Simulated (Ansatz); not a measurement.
Species: C₃HN, SMILES `C#CC#N` with one electron removed (charge 1, multiplicity 2), formula C$_{3}$HN.

Task: How many basis functions does Ansatz (a first-principles code) with frozen-core CCSD(T)/cc-pVTZ // B3LYP-D3(BJ)/def2-TZVP use, how many core orbitals are frozen, and how many electrons are correlated?

Result: 134 basis functions and 4 frozen orbitals, which leaves 17 correlated electrons. Core time is of the order of minutes.
